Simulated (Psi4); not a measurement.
Cl3OSi, doublet (typed; the unrestricted solution is spin-contaminated), geometry from GFN2-xTB, with bond 3-2 at 2.2 times its length; HF/STO-3G (Psi4).

Input for Psi4:
```
memory 2 GB

molecule mol {
0 2
O     0.044992   -0.010084    1.979471
Si    0.010409   -0.002333    0.457979
Cl    3.855393   -1.348290   -1.604587
Cl   -0.360113    1.842008   -0.418892
Cl   -1.427762   -1.221209   -0.410231
}

set {
  basis sto-3g
  reference uhf
  stability_analysis check
  scf_type pk
}

energy('scf')
print_variables()
```

**Question.** Predict the main parts of the log of this Psi4 run.

**Answer.** 
```
   => Loading Basis Set <=

    Name: STO-3G
    Role: ORBITAL
    Keyword: BASIS

         ---------------------------------------------------------
                                   SCF
               by Justin Turney, Rob Parrish, Andy Simmonett
                          and Daniel G. A. Smith
                              UHF Reference
         ---------------------------------------------------------

  ==> Geometry <==

    Molecular point group: c1
    Full point group: C1

    Geometry (in Angstrom), charge = 0, multiplicity = 2:

       Center              X                  Y                   Z               Mass
    ------------   -----------------  -----------------  -----------------  -----------------
         O           -0.447420517733     0.162312322321     2.252376486657    15.994914619570
         SI          -0.482003517733     0.170063322321     0.730884486657    27.976926534650
         CL           3.362980482267    -1.175893677679    -1.331681513343    34.968852682000
         CL          -0.852525517733     2.014404322321    -0.145986513343    34.968852682000
         CL          -1.920174517733    -1.048812677679    -0.137325513343    34.968852682000

  Running in c1 symmetry.

  Rotational constants: A =      0.06008  B =      0.02204  C =      0.01978 [cm^-1]
  Rotational constants: A =   1801.24834  B =    660.62939  C =    592.88211 [MHz]
  Nuclear repulsion =  351.893864041394522

  Charge       = 0
  Multiplicity = 2
  Electrons    = 73
  Nalpha       = 37
  Nbeta        = 36

  ==> Algorithm <==

  SCF Algorithm Type is PK.
  DIIS enabled.
  MOM disabled.
  Fractional occupation disabled.
  Guess Type is SAD.
  Energy threshold   = 1.00e-06
  Density threshold  = 1.00e-06
  Integral threshold = 1.00e-12

  ==> Primary Basis <==

  Basis Set: STO-3G
    Blend: STO-3G
    Number of shells: 23
    Number of basis functions: 41
    Number of Cartesian functions: 41
    Spherical Harmonics?: true
    Max angular momentum: 1

  ==> Integral Setup <==

  Using in-core PK algorithm.
   Calculation information:
      Number of atoms:                   5
      Number of AO shells:              23
      Number of primitives:             69
      Number of atomic orbitals:        41
      Number of basis functions:        41

      Integral cutoff                 1.00e-12
      Number of threads:                 1

  Performing in-core PK
  Using 742182 doubles for integral storage.
  We computed 18416 shell quartets total.
  Whereas there are 38226 unique shell quartets.

  ==> DiskJK: Disk-Based J/K Matrices <==

    J tasked:                  Yes
    K tasked:                  Yes
    wK tasked:                  No
    Schwarz Cutoff:          1E-12

  Minimum eigenvalue in the overlap matrix is 3.1403602219E-01.
  Reciprocal condition number of the overlap matrix is 1.7485975666E-01.
    Using symmetric orthogonalization.

  ==> Pre-Iterations <==

  SCF Guess: Superposition of Atomic Densities via on-the-fly atomic UHF (no occupation information).

   -------------------------
    Irrep   Nso     Nmo
   -------------------------
     A         41      41
   -------------------------
    Total      41      41
   -------------------------

  ==> Iterations <==

                        Total Energy        Delta E     RMS |[F,P]|

   @UHF iter SAD: -1721.23878020869120   -1.72124e+03   0.00000e+00
   @UHF iter   1: -1722.78261842825486   -1.54384e+00   9.77458e-03 ADIIS/DIIS
   @UHF iter   2: -1721.48034397514198    1.30227e+00   8.83687e-03 ADIIS/DIIS
   @UHF iter   3: -1722.92831866670167   -1.44797e+00   5.25352e-03 ADIIS/DIIS
   @UHF iter   4: -1722.96026172217512   -3.19431e-02   3.00754e-03 ADIIS/DIIS
   @UHF iter   5: -1723.00141991925329   -4.11582e-02   1.40905e-03 ADIIS/DIIS
   @UHF iter   6: -1723.09841402519032   -9.69941e-02   2.88079e-03 ADIIS/DIIS
   @UHF iter   7: -1723.14325906080717   -4.48450e-02   2.62491e-03 ADIIS/DIIS
   @UHF iter   8: -1723.15892782694800   -1.56688e-02   2.04899e-03 ADIIS/DIIS
   @UHF iter   9: -1723.15501034353929    3.91748e-03   2.02340e-03 ADIIS/DIIS
   @UHF iter  10: -1723.16557963536161   -1.05693e-02   1.16922e-03 ADIIS/DIIS
   @UHF iter  11: -1723.16734356037068   -1.76393e-03   8.28174e-04 ADIIS/DIIS
   @UHF iter  12: -1723.16814117890181   -7.97619e-04   5.30052e-04 ADIIS/DIIS
   @UHF iter  13: -1723.16859209193558   -4.50913e-04   4.97838e-05 DIIS
   @UHF iter  14: -1723.16860851145134   -1.64195e-05   3.43715e-05 DIIS
   @UHF iter  15: -1723.16860595961498    2.55184e-06   2.74449e-05 DIIS
   @UHF iter  16: -1723.16859950842104    6.45119e-06   1.32629e-05 DIIS
   @UHF iter  17: -1723.16860009862990   -5.90209e-07   1.27169e-05 DIIS
   @UHF iter  18: -1723.16860350248112   -3.40385e-06   1.26813e-05 DIIS
   @UHF iter  19: -1723.16861260039173   -9.09791e-06   1.26023e-05 DIIS
   @UHF iter  20: -1723.16872117211051   -1.08572e-04   1.25552e-05 DIIS
   @UHF iter  21: -1723.16886697456130   -1.45802e-04   2.42328e-05 DIIS
   @UHF iter  22: -1723.16884212013269    2.48544e-05   2.22170e-05 DIIS
   @UHF iter  23: -1723.16895293393736   -1.10814e-04   1.06986e-04 ADIIS/DIIS
   @UHF iter  24: -1723.16896045463182   -7.52069e-06   6.75019e-05 DIIS
   @UHF iter  25: -1723.16897129833978   -1.08437e-05   5.19144e-05 DIIS
   @UHF iter  26: -1723.16897160071335   -3.02374e-07   4.32330e-05 DIIS
   @UHF iter  27: -1723.16897283784874   -1.23714e-06   3.50470e-05 DIIS
   @UHF iter  28: -1723.16897321852684   -3.80678e-07   1.45416e-05 DIIS
   @UHF iter  29: -1723.16897329190215   -7.33753e-08   5.29468e-07 DIIS
  Energy and wave function converged.

    Negative totally symmetric eigenvalue detected: -0.036963
    Wavefunction unstable!
    Lowest UHF->UHF stability eigenvalues:
       A -0.036963

    Stability analysis over.

  ==> Post-Iterations <==

   @Spin Contamination Metric:   1.005642696E+00
   @S^2 Expected:                7.500000000E-01
   @S^2 Observed:                1.755642696E+00
   @S   Expected:                5.000000000E-01
   @S   Observed:                5.000000000E-01

    Orbital Energies [Eh]
    ---------------------

    Alpha Occupied:

       1A   -103.754843     2A   -103.661643     3A   -103.661631
       4A    -68.115205     5A    -20.331122     6A    -10.438147
       7A    -10.353518     8A    -10.353394     9A     -7.899094
      10A     -7.873535    11A     -7.873500    12A     -7.796784
      13A     -7.796582    14A     -7.792210    15A     -7.792045
      16A     -7.791319    17A     -7.791284    18A     -6.098305
      19A     -4.127784    20A     -4.125611    21A     -4.111879
      22A     -1.381767    23A     -1.050880    24A     -1.035641
      25A     -1.000315    26A     -0.628569    27A     -0.623114
      28A     -0.526321    29A     -0.519655    30A     -0.502070
      31A     -0.459835    32A     -0.458820    33A     -0.441553
      34A     -0.419181    35A     -0.415699    36A     -0.401836
      37A     -0.389994

    Alpha Virtual:

      38A      0.137365    39A      0.328879    40A      0.382293
      41A      0.554494

    Beta Occupied:

       1A   -103.746951     2A   -103.662319     3A   -103.662307
       4A    -68.123941     5A    -20.308167     6A    -10.427306
       7A    -10.354506     8A    -10.354374     9A     -7.869111
      10A     -7.869022    11A     -7.855132    12A     -7.799102
      13A     -7.798924    14A     -7.792826    15A     -7.792772
      16A     -7.792448    17A     -7.792291    18A     -6.114257
      19A     -4.143456    20A     -4.133868    21A     -4.132185
      22A     -1.242449    23A     -1.043487    24A     -1.007886
      25A     -0.928105    26A     -0.649104    27A     -0.534410
      28A     -0.505035    29A     -0.479441    30A     -0.430810
      31A     -0.426823    32A     -0.425102    33A     -0.411217
      34A     -0.407544    35A     -0.392306    36A     -0.272642

    Beta Virtual:

      37A      0.049858    38A      0.149311    39A      0.311623
      40A      0.436044    41A      0.525466

    Final Occupation by Irrep:
              A
    DOCC [    36 ]
    SOCC [     1 ]
    NA   [    37 ]
    NB   [    36 ]

  @UHF Final Energy: -1723.16897329190215

   => Energetics <=

    Nuclear Repulsion Energy =            351.8938640413945222
    One-Electron Energy =               -3091.6499200486450718
    Two-Electron Energy =                1016.5870827153485152
    Total Energy =                      -1723.1689732919021480

  UHF NO Occupations:
  HONO-2 :   35  A 1.9981865
  HONO-1 :   36  A 1.0027696
  HONO-0 :   37  A 1.0000000
  LUNO+0 :   38  A 0.9972304
  LUNO+1 :   39  A 0.0018135
  LUNO+2 :   40  A 0.0006970
  LUNO+3 :   41  A 0.0003167

Computation Completed

Properties will be evaluated at   0.000000,   0.000000,   0.000000 [a0]

Properties computed using the SCF density matrix

 Multipole Moments:

 ------------------------------------------------------------------------------------
     Multipole            Electronic (a.u.)      Nuclear  (a.u.)        Total (a.u.)
 ------------------------------------------------------------------------------------

 L = 1.  Multiply by 2.5417464519 to convert [e a0] to [Debye]
 Dipole X            :          1.5150942           -0.5530204            0.9620738
 Dipole Y            :         -0.5303233            0.1970049           -0.3333184
 Dipole Z            :         -0.8253885            1.5051754            0.6797869
 Magnitude           :                                                    1.2242538

 ------------------------------------------------------------------------------------

  Variable Map:
  ----------------------------------------------------------------------------
  "CURRENT ENERGY"           =>   -1723.168973291902
  "CURRENT REFERENCE ENERGY" =>   -1723.168973291902
  "DD SOLVATION ENERGY"      =>       0.000000000000
  "HF KINETIC ENERGY"        =>    1695.346472310493
  "HF POTENTIAL ENERGY"      =>   -3418.515445602396
  "HF TOTAL ENERGY"          =>   -1723.168973291902
  "HF VIRIAL RATIO"          =>       2.016411100289
  "NUCLEAR REPULSION ENERGY" =>     351.893864041395
  "ONE-ELECTRON ENERGY"      =>   -3091.649920048645
  "PCM POLARIZATION ENERGY"  =>       0.000000000000
  "PE ENERGY"                =>       0.000000000000
  "SCF ITERATION ENERGY"     =>   -1723.168973291902
  "SCF ITERATIONS"           =>      29.000000000000
  "SCF TOTAL ENERGY"         =>   -1723.168973291902
  "TWO-ELECTRON ENERGY"      =>    1016.587082715349

  Array Variable Map:
  ----------------------------------------------------------------------------
  "CURRENT DIPOLE"           =>       0.962073776659 ... 0.679786946763 1 by 3
  "SCF DIPOLE"               =>       0.962073776659 ... 0.679786946763 1 by 3
  "SCF STABILITY EIGENVALUES" =>      -0.036963311668 ... -0.036963311668 1 by 1
  "SCF TOTAL ENERGIES"       =>   -1721.238780208691 ... -1723.168973291902 1 by 30
```
